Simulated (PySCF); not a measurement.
# Rhodium: a sound run and one with changed settings

Sound run: Rh [Kr] 4d8 5s1, Rh⁺ [Kr] 4d8. Computed with PySCF 2.14 in cc-pVTZ-PP with ECP28MDF, with scalar relativity through the core potential. In the sound run the correlated levels freeze 4s2 4p6 outside the core potential. The sound run starts from symmetry-adapted Hartree-Fock orbitals and uses a fine grid where one is needed.

Changed run: initial guess minao, at most 50 SCF cycles.

```csv
species,method,sound run (hartree),changed run (hartree),converged
Rh,UHF,-109.39016,-109.39016,yes
Rh,BP86,-110.22981,-110.22981,yes
Rh⁺,UHF,-109.15821,-109.15821,yes
Rh⁺,BP86,-109.93323,-109.93323,yes
```

Here the plain start reaches the same solutions.
